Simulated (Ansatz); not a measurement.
Cost and result up the ladder for the cluster Cd₃S₄ (7 atoms). Charge 0, multiplicity 1. Geometry: PBE-D4/def2-SVP.

```xyz
7

Cd    0.786    1.296    3.900
Cd    1.110   -0.576   -1.809
Cd    0.463    0.376    1.084
S    -1.062   -1.383   -2.472
S    -1.869   -0.345    0.777
S    -1.938    0.140   -1.269
S     2.509    0.492   -0.212
```

Ansatz on 4 threads of Arm Neoverse V2 on a shared host. Times are rough, and most runs start from the orbitals of an earlier one. PBE0-D4/def2-TZVP serves as the yardstick here, not as an exact answer. Differences are given only for rows in sets of like size (and for xTB, whose basis is part of the method), since another set adds its own error. Binding counts from free atoms at the same level (Cd singlet, S triplet; other spins of the atoms weren't run), without zero-point energy or a counterpoise term.

In the def2 sets Cd takes a core potential; there is no spin–orbit coupling. Correlated methods freeze 20 core orbitals; core or outer-core shells of Cd are correlated, in sets that lack core-valence functions. The rows differ in basis, and correlated rows in double-zeta sets carry the largest basis error. Another isomer (singlet) lies 1.09 eV lower at PBE0-D4/def2-TZVP; other spin states weren't run for this one.

Correlated methods converge slowly with the basis, most of all in double-zeta sets.

```
                         level  functions  binding energy per atom (eV)  difference from PBE0-D4/def2-TZVP (eV)
PBE-D4/def2-TZVP (with forces)        268                          2.00                                    0.09
             PBE0-D4/def2-TZVP        268                          1.91                                    0.00
              CCSD(T)/def2-SVP        165                          1.53                                       –
           r2SCAN-D4/def2-TZVP        268                          1.95                                    0.04
          r2SCANh-D4/def2-TZVP        268                          1.91                                    0.00
             BLYP-D4/def2-TZVP        268                          1.81                                   -0.11
```

(1) Estimate how long each takes.

Results:

(1) BLYP-D4/def2-TZVP 4.1 s; PBE-D4/def2-TZVP (with forces) 4.7 s; PBE0-D4/def2-TZVP 10 s; r2SCAN-D4/def2-TZVP 11 s; r2SCANh-D4/def2-TZVP 15 s; CCSD(T)/def2-SVP 2.5 min. On shared hardware such times vary by a factor of up to 3.
